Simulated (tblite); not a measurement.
Compound: C8H16P (charge +1).
Cartesian coordinates in Å at the GFN2-xTB level; atoms count from 1:
```xyz
25
C8H16P angstrom
C      3.6698   -0.0112   -0.7280
C      2.6947    0.1236    0.1602
P      0.9579   -0.0125   -0.2579
C      0.1732    1.5907    0.0876
C     -1.3120    1.7016   -0.2601
C     -2.1590    0.5520    0.2863
C     -1.9414   -0.7576   -0.4866
C     -1.1376   -1.8223    0.2574
C      0.2259   -1.3284    0.7587
H      3.4781   -0.2125   -1.7703
H      4.7053    0.0759   -0.4423
H      2.8972    0.3254    1.2060
H      0.9018   -0.3261   -1.5996
H      0.7481    2.3582   -0.4409
H      0.3218    1.7456    1.1644
H     -1.4391    1.7548   -1.3430
H     -1.6726    2.6450    0.1533
H     -1.9554    0.4103    1.3484
H     -3.2051    0.8460    0.2021
H     -1.4453   -0.5352   -1.4385
H     -2.9073   -1.1962   -0.7392
H     -0.9911   -2.6684   -0.4151
H     -1.7092   -2.1844    1.1126
H      0.1474   -0.8973    1.7639
H      0.9429   -2.1527    0.8143
```

Level: GFN2-xTB in tblite, geometry and Hessian alike; calculated harmonic values, unscaled, isolated species. The method is semi-empirical: single wavenumbers can be off by several per cent or more. Modes of hydrogen on phosphorus can be 10 to 20 % off. One conformer, not necessarily the lowest.

Harmonic wavenumbers (cm⁻¹): 49.3, 84.2, 126.0, 156.5, 180.8, 186.9, 258.3, 299.0, 334.0, 347.9, 465.4, 479.2, 552.5, 669.3, 694.6, 745.6, 756.8, 780.3, 813.0, 819.1, 836.5, 877.2, 919.5, 931.6, 949.6, 984.9, 995.1, 999.9, 1025.9, 1038.6, 1089.2, 1106.1, 1135.2, 1145.1, 1171.7, 1193.2, 1218.9, 1222.5, 1242.1, 1249.2, 1266.4, 1326.4, 1335.2, 1341.4, 1364.2, 1375.9, 1396.7, 1406.9, 1474.4, 1481.3, 1483.1, 1488.4, 1643.0, 2405.6, 2900.9, 2914.6, 2925.0, 2939.4, 2950.6, 2986.5, 2996.0, 2999.7, 3004.0, 3007.3, 3013.5, 3021.9, 3023.8, 3091.8, 3125.7.

A = 2348, B = 958.4, C = 756.8 MHz; mass 143.099 u (most abundant isotopes); point group C1, symmetry number 1.

Question: Zero-point energy?

Answer: ½Σν̃ = 47910 cm⁻¹ = 573.13 kJ/mol.

Question: What is S at 298.15 K and 1 bar for an ideal gas of classical rigid rotors and harmonic oscillators?

Answer: Translation 170.76, rotation 123.95, vibration 125.32: S = 420.0 J/(mol K).

Question: And Cp and H(298.15 K) − H(0)?

Answer: Cp = 179.37 J/(mol K), of which vibrations give 146.12 (their classical limit is 69 R = 573.7); H(298.15 K) − H(0) = 30.41 kJ/mol without the zero-point energy, 20.49 from vibrations.

Question: Which modes carry the vibrational entropy at 298.15 K?

Answer: 49.3 cm⁻¹: 20.27; 84.2 cm⁻¹: 15.86; 126.0 cm⁻¹: 12.58; 156.5 cm⁻¹: 10.84; 180.8 cm⁻¹: 9.71; 186.9 cm⁻¹: 9.45 J/(mol K); the other 63 give 46.61 together.

Question: What must be added to the electronic energy to get the Gibbs energy at 298.15 K and 1 bar?

Answer: ZPE + [H(298.15 K) − H(0)] − T·S = 573.13 + 30.41 − 125.23 = 478.31 kJ/mol.

Question: How do the functions run with temperature in this model?

Answer: 
```tsv
T (K)	S (J/(mol K))	Cp (J/(mol K))	H − H(0) (kJ/mol)	G − H(0) (kJ/mol)	ln q(vib)
100	291.6	79.4	5.38	-23.78	1.52
200	360.3	124.8	15.55	-56.51	4.14
300	421.1	180.5	30.74	-95.60	6.86
500	539.9	289.0	78.15	-191.78	12.62
800	701.0	395.6	182.27	-378.55	21.52
1000	794.6	442.1	266.28	-528.28	27.25
```

q(vib) and H(0) count from the zero-point level.

Hindered rotation and anharmonicity are outside this model. Other conformers, if any are populated, would add a mixing term that is left out. The structure is chiral; the term R ln 2 for an equal mix with its mirror image is left out.
